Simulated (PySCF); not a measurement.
Simulation results for AlClGeH3O

Calculation on a computer-drawn molecule: optimised geometry and harmonic frequencies of an isolated molecule of the commonest isotopes, restricted reference for singlets and unrestricted otherwise, frozen core in MP2; on germanium a core potential holds 10 electrons, which the energies leave out, and 3d is frozen in MP2 and coupled-cluster steps. Program: PySCF 2.14.0.

```yaml
- formula: AlClGeH3O
  start_structure:
    atoms_angstrom:
      - [O, 0.2729, 1.6964, -1.308]
      - [Al, 1.511, 1.487, -0.1893]
      - [Cl, 2.7966, 0.4374, 0.8177]
      - [Ge, 1.0235, 3.8825, 0.499]
      - [H, -0.331, 1.5173, -2.0051]
      - [H, 1.5465, 5.2377, -0.1633]
      - [H, -0.1417, 4.5686, 1.4201]
  given:
    charge: 1
    multiplicity: 1
    method: HF
    basis: "cc-pV(D+d)Z"
    basis_and_core_potential_on_germanium: "cc-pVDZ-PP ECP10MDF"
    drawn_bonds_atom: [1, 2, 2, 1, 4, 4]
    drawn_bonds_other_atom: [2, 3, 4, 5, 6, 7]
    drawn_bonds_order: [1, 1, 1, 1, 1, 1]
  results:
    optimised_atom_element: [O, Al, Cl, Ge, H, H, H]
    "optimised_atom_x [angstrom]": [0.1725, 1.262, 2.658, 0.9884, -0.1495, 1.734, 0.01209]
    "optimised_atom_y [angstrom]": [1.585, 1.719, 0.5663, 4.114, 0.9572, 5.316, 4.57]
    "optimised_atom_z [angstrom]": [-1.471, -0.2487, 0.7136, 0.5547, -2.1, -0.009064, 1.631]
    "modes_frequency [cm^-1]": [68.89, 104.2, 156.3, 178.8, 310.8, 408.9, 441.1, 512.8, 580.5, 611.4, 966.7, 1008, 2279, 2294, 4192]
    "modes_reduced_mass [dalton]": [11.43, 1.035, 8.077, 5.017, 11.79, 1.213, 1.113, 1.64, 2.188, 1.408, 1.092, 5.668, 1.017, 1.025, 1.069]
    "rotational_constants [GHz]": [3.903, 1.23, 0.9461]
    "total_energy [hartree]": -1071.2823
    "convergence_status_largest_gradient_component [hartree/bohr]": 2.11e-05
```
